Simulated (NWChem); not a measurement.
System: CH7NO2Si; SMILES CN[SiH](O)O

Here is an NWChem input.

```
start job
memory heap 200 mb stack 900 mb global 1100 mb
geometry units angstroms noautosym nocenter noautoz
  Si     0.199403     0.436344    -0.200634
  O      1.252918     1.276198     0.781165
  O     -1.104892     1.456139    -0.288005
  N     -0.239070    -1.097047     0.420738
  C     -0.231152    -2.351131    -0.291890
  H      0.793510     0.158849    -1.538484
  H      2.050876     0.808313     1.041673
  H     -0.909769     2.372590    -0.069599
  H     -0.729485    -1.129006     1.308544
  H     -1.245759    -2.731723    -0.511046
  H      0.309285    -3.143715     0.256563
  H      0.278775    -2.226803    -1.259575
end
basis spherical
  * library pcsseg-1
end
dft
  xc bhlyp
  iterations 150
end
property
  shielding
end
task dft property
```

Structure relaxed at the PBE0/def2-SVP level. No frequency run checked for a minimum.

GIAO values for the isolated, static molecule; σ is the absolute isotropic shielding, δ = σ(reference) − σ with the isolated reference molecule computed at the same levels (1H: tetramethylsilane, 17O: water, 29Si: tetramethylsilane).

Atoms are numbered as in the input.

Task: What results follow from this input? (BHandHLYP/pcSseg-1, GIAO.) Quantities: δ Si1 (ppm); δ O2 (ppm); δ H6 (ppm); δ H7 (ppm); δ H8 (ppm); δ H9 (ppm); δ H10 (rotor mean) (ppm).

Result: 
```yaml
"δ Si1 (ppm)": -37.1
"δ O2 (ppm)": 55.3
"δ H6 (ppm)": 4.19
"δ H7 (ppm)": 1.26
"δ H8 (ppm)": 1.60
"δ H9 (ppm)": 0.36
"δ H10 (rotor mean) (ppm)": 2.59
```
